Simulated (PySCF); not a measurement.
**Partial charges of `c1coc([SiH]2CC2)c1`**

Compound: C6H8OSi.
Cartesian coordinates in Å at the GFN2-xTB level; atoms count from 1:
```xyz
16
C6H8OSi angstrom
C      2.734   -0.697   -0.062
C      2.891    0.653    0.007
O      1.701    1.268    0.043
C      0.743    0.310   -0.002
Si    -1.012    0.919    0.030
C     -2.368   -0.141   -0.740
C     -2.354   -0.161    0.795
C      1.340   -0.922   -0.068
H      3.511   -1.433   -0.104
H      3.766    1.272    0.036
H     -1.137    2.365    0.060
H     -2.126   -1.076   -1.225
H     -3.226    0.329   -1.196
H     -2.106   -1.108    1.253
H     -3.205    0.299    1.277
H      0.839   -1.867   -0.114
```

Density: PBE0/pcSseg-1 (PySCF); schemes: Mulliken, IAO, Hirshfeld and ESP-fitted. The structure is a single GFN2-xTB conformer in the gas phase; no vibrational or solvent corrections.

**Question.** Do the Mulliken, IAO, Hirshfeld and ESP-fitted schemes agree on where the charge is highest?

**Answer.** The schemes don't all agree: Mulliken Si5 (+0.698); IAO Si5 (+0.798); Hirshfeld Si5 (+0.320); ESP-fitted C4 (+0.272).

**Question.** At which atom do the 4 schemes differ most?

**Answer.** At Si5: from -0.012 (ESP-fitted) to +0.798 e (IAO), 0.810 e apart.

**Question.** Which atoms carry the lowest charge in the Mulliken, IAO, Hirshfeld and ESP-fitted schemes?

**Answer.** The schemes don't all agree: Mulliken C6 (-0.476); IAO C7 (-0.531); Hirshfeld C6 and C7 (-0.171); ESP-fitted C8 (-0.348).

**Question.** Tabulate the Mulliken, IAO, Hirshfeld and ESP-fitted charges.

**Answer.** In e:

```json
{"atom": "C1", "environment": "aromatic CH carbon", "Mulliken": "-0.168", "IAO": "-0.223", "Hirshfeld": "-0.088", "ESP-fitted": "-0.299"}
{"atom": "C2", "environment": "aromatic CH next to a ring oxygen", "Mulliken": "+0.159", "IAO": "+0.008", "Hirshfeld": "+0.010", "ESP-fitted": "-0.004"}
{"atom": "O3", "environment": "furan-type oxygen", "Mulliken": "-0.381", "IAO": "-0.223", "Hirshfeld": "-0.059", "ESP-fitted": "-0.177"}
{"atom": "C4", "environment": "substituted aromatic carbon", "Mulliken": "-0.066", "IAO": "-0.129", "Hirshfeld": "-0.046", "ESP-fitted": "+0.272"}
{"atom": "Si5", "environment": "SiH silicon", "Mulliken": "+0.698", "IAO": "+0.798", "Hirshfeld": "+0.320", "ESP-fitted": "-0.012"}
{"atom": "C6", "environment": "sp3 carbon bound to silicon", "Mulliken": "-0.476", "IAO": "-0.530", "Hirshfeld": "-0.171", "ESP-fitted": "-0.334"}
{"atom": "C7", "environment": "sp3 carbon bound to silicon", "Mulliken": "-0.475", "IAO": "-0.531", "Hirshfeld": "-0.171", "ESP-fitted": "-0.325"}
{"atom": "C8", "environment": "aromatic CH carbon", "Mulliken": "-0.109", "IAO": "-0.203", "Hirshfeld": "-0.082", "ESP-fitted": "-0.348"}
{"atom": "H9", "environment": "aromatic hydrogen", "Mulliken": "+0.093", "IAO": "+0.168", "Hirshfeld": "+0.059", "ESP-fitted": "+0.206"}
{"atom": "H10", "environment": "aromatic hydrogen", "Mulliken": "+0.105", "IAO": "+0.173", "Hirshfeld": "+0.064", "ESP-fitted": "+0.157"}
{"atom": "H11", "environment": "Si–H hydrogen", "Mulliken": "-0.050", "IAO": "-0.094", "Hirshfeld": "-0.058", "ESP-fitted": "+0.056"}
{"atom": "H12", "environment": "methylene hydrogen", "Mulliken": "+0.145", "IAO": "+0.154", "Hirshfeld": "+0.041", "ESP-fitted": "+0.122"}
{"atom": "H13", "environment": "methylene hydrogen", "Mulliken": "+0.145", "IAO": "+0.156", "Hirshfeld": "+0.041", "ESP-fitted": "+0.155"}
{"atom": "H14", "environment": "methylene hydrogen", "Mulliken": "+0.145", "IAO": "+0.154", "Hirshfeld": "+0.040", "ESP-fitted": "+0.120"}
{"atom": "H15", "environment": "methylene hydrogen", "Mulliken": "+0.145", "IAO": "+0.156", "Hirshfeld": "+0.041", "ESP-fitted": "+0.155"}
{"atom": "H16", "environment": "aromatic hydrogen", "Mulliken": "+0.087", "IAO": "+0.165", "Hirshfeld": "+0.059", "ESP-fitted": "+0.256"}
```

Mean size of the charges over all atoms: IAO 0.242 e, Mulliken 0.215 e, ESP-fitted 0.188 e, Hirshfeld 0.084 e. Each set sums to the total charge, 0, to within 0.001 e. The ESP scheme is a least-squares fit of atom-centred charges to the potential on four shells outside the van der Waals surface, with the total charge fixed.

**Question.** Sum the charges by element, for elements with more than one atom.

**Answer.** 
```csv
element,atoms,Mulliken,IAO,Hirshfeld,ESP-fitted
C,6,-1.134,-1.607,-0.548,-1.038
H,8,+0.816,+1.032,+0.287,+1.228
```

**Question.** How many electrons does the IAO scheme count on C4?

**Answer.** Z − q = 6 − (-0.129) = 6.129.

**Question.** How closely do the schemes follow one another over all atoms?

**Answer.** Correlation coefficient and root-mean-square difference: IAO with Hirshfeld 0.99, 0.200 e; Mulliken with IAO 0.97, 0.078 e; Mulliken with Hirshfeld 0.95, 0.178 e; IAO with ESP-fitted 0.62, 0.245 e; Mulliken with ESP-fitted 0.59, 0.232 e; Hirshfeld with ESP-fitted 0.56, 0.179 e.

The run behind these numbers computed NMR shieldings as well. Time: 49 s wall; peak memory 0.82 GiB. Hardware: Arm Neoverse N1, one thread, on a shared host.
